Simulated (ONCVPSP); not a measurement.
# Reading a pseudo-wave (argon)

Columns: radius, all-electron u(r) and pseudo u(r) of the 3p shell (level -10.23 eV) of argon in the configuration [Ne] 3s2 3p6; PBEsol, scalar-relativistic, ONCV scheme, ONCVPSP 4.0.1.

```
r (bohr)  all-electron  pseudo
   0.062       -0.1213  0.0066
   0.125       -0.2856  0.0255
   0.188       -0.3757  0.0544
   0.250       -0.3823  0.0905
   0.312       -0.3254  0.1335
   0.375       -0.2259  0.1842
   0.438       -0.1034  0.2409
   0.500        0.0255  0.2998
   0.562        0.1531  0.3584
   0.625        0.2752  0.4154
   0.688        0.3859  0.4703
   0.750        0.4820  0.5247
   0.812        0.5649  0.5811
   0.875        0.6354  0.6390
   0.938        0.6926  0.6928
   1.000        0.7368  0.7367
   1.062        0.7700  0.7700
   1.125        0.7939  0.7938
   1.188        0.8089  0.8088
   1.250        0.8162  0.8162
   1.312        0.8172  0.8172
   1.375        0.8128  0.8128
   1.438        0.8038  0.8037
   1.500        0.7912  0.7912
   1.562        0.7757  0.7757
   1.625        0.7576  0.7576
```

Problem. How many radial nodes do the two functions have?

Solution. The all-electron 3p function has n − l − 1 = 1; the pseudo-wave has 0, since the states of the same l below it are removed with the core.

Problem. At about which radius was the pseudo-wave matched?

Solution. 1.00 bohr, where the columns begin to agree (steps of 0.06 bohr).

Problem. Is the pseudo-wave norm-conserving?

Solution. Yes: the ONCV scheme keeps the norm inside the radius equal to the all-electron one, which fixes the energy derivative of the logarithmic derivative at the level.
